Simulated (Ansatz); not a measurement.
```yaml
crystal:
  periodic: [false, false, false]
  atoms:
    - {symbol: S, position_ang: [0.041301, 0.414377, -1.624978]}
    - {symbol: C, position_ang: [0.301888, 0.790064, 0.089592]}
    - {symbol: B, position_ang: [0.778402, -0.657447, -0.149210]}
    - {symbol: C, position_ang: [-0.417178, -0.324593, 0.799927]}
    - {symbol: H, position_ang: [-1.292613, 0.148375, -1.665935]}
    - {symbol: H, position_ang: [0.594682, 1.783642, 0.394680]}
    - {symbol: H, position_ang: [1.752556, -1.316486, -0.290250]}
    - {symbol: H, position_ang: [-1.467276, -0.502915, 0.563080]}
    - {symbol: H, position_ang: [-0.203262, -0.381318, 1.865994]}
basis:
  gaussian: {orbitals: ANO-RCC-VTZP}
hamiltonian: {xc: {name: HF}}
correlation: {method: mp2, frozen_orbitals: {S: 0}}
```

```sh
$ ansatz run in.yaml --threads 2 --pin off --events-out ev --progress --plain --max-ram 4352MiB
```

How does Ansatz answer? (An estimate is asked.)

Ansatz gave: The input was rejected before any iteration.
```
Functional definition: HF
Error: "frozen_orbitals" has no count for C
```
